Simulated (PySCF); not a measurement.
C₂H₆FNSi, SMILES CN(C)[Si]F (connectivity only; charge and spin as stated), neutral, multiplicity 1. Atoms are numbered in the order given.

```xyz
11

Si    -0.8197    -0.8810     0.0000
F      0.4759    -1.9046     0.0000
N      0.0253     0.6257     0.0000
C     -0.7364     1.8526     0.0000
C      1.4583     0.8070     0.0000
H     -0.5162     2.4667    -0.8921
H     -0.5162     2.4667     0.8921
H     -1.8164     1.6314     0.0000
H      1.7877     1.3717     0.8912
H      1.7877     1.3717    -0.8912
H      1.9572    -0.1703     0.0000
```
Charge 0, spin multiplicity 1.

Geometry optimised at PBE0-D3(BJ)/def2-SVP. One conformer was computed; it need not be the lowest.

These are PBE0-D3(BJ)/def2-SVP in PySCF 2.14.0 values and carry that method's errors.

Frequencies are harmonic and unscaled.

Computed vibrational spectrum:
```csv
mode,ν (cm⁻¹),IR (km/mol),moving atoms (share of kinetic energy)
1,141,0.3,"F 35 %, Si 23 %, C 21 %, H 18 %"
2,215,0.5,H 87 %
3,228,4.2,"F 42 %, C 30 %, H 15 %"
4,254,1.1,H 86 %
5,315,8.0,"N 52 %, H 40 %"
6,340,1.8,"C 40 %, H 25 %, F 18 %, Si 12 %"
7,406,8.1,"C 31 %, H 21 %, Si 21 %, N 14 %, F 13 %"
8,687,39.7,"Si 38 %, C 37 %, H 16 %, N 9 %"
9,829,110.9,"F 57 %, Si 43 %"
10,1023,107.7,"H 40 %, C 36 %, N 21 %"
11,1083,5.0,"H 74 %, C 24 %"
12,1105,0.6,"H 80 %, C 20 %"
13,1166,3.6,"H 68 %, C 20 %, N 12 %"
14,1264,55.2,"N 61 %, C 29 %, H 10 %"
15,1320,38.9,"N 41 %, H 36 %, C 21 %"
16,1421,0.0,"H 86 %, C 14 %"
17,1448,3.8,H 97 %
18,1448,8.0,"H 82 %, C 18 %"
19,1470,15.7,H 97 %
20,1471,18.4,H 96 %
21,1500,9.3,H 93 %
22,3011,46.2,H 97 %
23,3018,75.5,H 97 %
24,3084,56.8,"H 90 %, C 10 %"
25,3091,0.1,"H 90 %, C 10 %"
26,3125,11.7,"H 91 %, C 9 %"
27,3182,2.0,"H 91 %, C 9 %"
```
